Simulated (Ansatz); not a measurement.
C$_{2}$H$_{5}$BOSe, SMILES `C=CB(O)[SeH]`, charge 0, multiplicity 1.

(1) Give a relaxed structure at PBE0-D4/def2-TZVP (Ansatz). (Estimate.)

Results:

(1) The calculation gave: 
Cartesian coordinates in Å:
```
C -0.592 -0.269 -1.417
C 0.319 -0.484 -0.471
B 0.414 0.254 0.895
O 1.593 0.375 1.559
Se -1.099 1.083 1.819
H -0.571 -0.788 -2.370
H -1.394 0.451 -1.281
H 1.106 -1.208 -0.698
H 2.337 -0.005 1.083
H -2.113 0.591 0.882
```
This is one stationary point; other conformers may exist.
